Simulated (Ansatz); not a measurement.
Reaction (redistribution): `CO[Si](C)(N)Cl` + `[OH][Ge][Cl]` → `C[Si](N)(O)Cl` + `C[O][Ge][Cl]`

Isolated molecules relaxed with PBE0-D4/def2-TZVP in Ansatz; ΔE leaves out vibrations. CBS: MP2 limit from def2 TZ/QZ plus the TZ coupled-cluster correction, frozen cores. DFT in def2-TZVPP. For Ge outer-core shells are correlated without core-valence functions, which leaves a few kJ/mol of doubt a bond. Scalar relativity is left out up to krypton. One conformer a species, not always the lowest.

| level | ΔE (kJ/mol) |
| --- | --- |
| PBE0-D4 | -1.0 |
| PBE0 | -2.0 |
| MP2/def2-TZVPP | -0.6 |
| CCSD/def2-TZVPP | 0.9 |

Question: What does CCSD(T)/CBS give? (Best estimate.)

Answer: Ansatz gave: -1.1 kJ/mol. The listed levels differ from it by 0.1, -0.9, 0.5, 2.0 kJ/mol.

Largest T1 diagnostic among the species: 0.015.
